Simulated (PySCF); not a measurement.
# Converging NiO in the basis (PBE0)

PySCF, UKS reference; triplet, unpaired electrons π ↑↑; De to Ni (3d8 4s2) + O without counterpoise correction.

```tsv
basis	relativity	functions	Re (Å)	ωe (cm⁻¹)	De (eV)	μ (D)
def2-TZVP	no relativity	76	1.613	891	n/a	-4.89
def2-TZVPP	no relativity	95	1.613	890	n/a	-4.85
def2-TZVPPD	no relativity	107	1.614	887	n/a	-4.95
```

(1) How does each smaller set differ from the one with most functions, def2-TZVPPD?

A positive dipole means Ni(−)O(+). De is left out where the level can put another filling of the metal’s s and d shells below the measured ground configuration, by anything from nothing to about 1 eV. The state is the lowest single determinant that the PBE0 search found; with open d or f shells the true ground state can be another one.

Answers

(1) def2-TZVP: -0.1 pm, +0.5 % in ωe; def2-TZVPP: -0.1 pm, +0.3 % in ωe. All at PBE0; the set with most functions is neither the basis-set limit nor always the best.
